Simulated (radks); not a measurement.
Question: Tl2+, 79 electrons, occupied as [Xe] 4f14 5d10 6s1 (the NIST ground configuration). Method: Dirac Kohn-Sham, BLYP, spin-unpolarised, spherical densities, finite nucleus; Fermi nuclear charge, rms radius 5.4759 fm; computed with a radial shooting solver on a logarithmic mesh with Libxc functionals. Some entries of the table are withheld. Estimate them.

orbital,occ.,eigenvalue (eV),<r^2> (bohr^2),<r> (bohr)
1s1/2,2,-85458.61,0.0003691,0.01632
2s1/2,2,-15218.84,0.005550,0.06808
2p1/2,2,-14615.61,0.003911,(1)
2p3/2,4,-12549.60,0.005095,(2)
3s1/2,2,-3645.555,0.03599,0.1770
3p1/2,2,-3372.140,0.03272,0.1674
3p3/2,4,-2912.867,0.03909,0.1835
3d3/2,4,-2459.399,(3),(4)
3d5/2,6,-2361.299,(5),(6)
4s1/2,2,-827.1060,0.1732,0.3916
4p1/2,2,-709.0771,0.1760,0.3931
4p3/2,4,-597.3797,0.2078,0.4275
4d3/2,4,-404.2105,0.2171,0.4334
4d5/2,6,-383.3714,0.2282,0.4445
5s1/2,2,-148.3555,0.8640,0.8777
4f5/2,6,-133.9904,0.2595,0.4645
4f7/2,8,-129.3904,0.2668,0.4711
5p1/2,2,(7),1.0000,0.9412
5p3/2,4,(8),1.211,1.035
5d3/2,4,-34.3396,2.082,1.337
5d5/2,6,-32.0865,2.243,1.387
6s1/2,1,-25.4293,5.858,2.284

Answer: 
(1) 2p1/2 <r> (bohr): 0.05589
(2) 2p3/2 <r> (bohr): 0.06468
(3) 3d3/2 <r^2> (bohr^2): 0.02987
(4) 3d3/2 <r> (bohr): 0.1595
(5) 3d5/2 <r^2> (bohr^2): 0.03159
(6) 3d5/2 <r> (bohr): 0.1644
(7) 5p1/2 eigenvalue (eV): -108.6797
(8) 5p3/2 eigenvalue (eV): -88.3959
